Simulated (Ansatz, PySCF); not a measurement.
Energy difference R1 + R2 + 2 R3 → 3 P1 + P2, each structure at its B3LYP-D3(BJ)/def2-TZVP stationary point, reached from a drawn start (curvature not checked).
P1, H2 (SMILES [H][H]) (charge 0, multiplicity 1, Z-matrix in Å and degrees):
```
H
H 1 0.7440
```
R1: H2O (SMILES O), charge 0, multiplicity 1.
R2: HF (SMILES F), charge 0, multiplicity 1.
R3: SiH4 (SMILES [SiH4]), charge 0, multiplicity 1.
P2: FH5OSi2 (SMILES F[SiH2]O[SiH3]), charge 0, multiplicity 1.

P less R. No zero-point or thermal terms. One arrangement of each flexible species, with no search for the lowest.

Frozen-core correlation throughout.

Run with Ansatz (Gaussian orbitals); PySCF for the D3/D4 terms. No computed number here is a measurement.

```tsv
level	reaction energy (kcal/mol)
HF/cc-pV(Q+d)Z	-68.32
revPBE-D3(BJ)/def2-TZVPP	-60.36
r2SCAN/def2-TZVPP	-68.83
B3LYP/def2-TZVPP	-64.62
CAM-B3LYP/def2-TZVPP	-66.60
MP2/cc-pV(D+d)Z	-58.86
SCS-MP2/cc-pV(Q+d)Z	-72.00
CCSD(T)/cc-pV(T+d)Z	___
CCSD(T)/cc-pV(Q+d)Z	___
```

**Question.** What belongs in the gaps?

**Answer.** 
- CCSD(T)/cc-pV(T+d)Z, reaction energy (kcal/mol): -67.69
- CCSD(T)/cc-pV(Q+d)Z, reaction energy (kcal/mol): -68.95

Ansatz is a program for electronic structure.
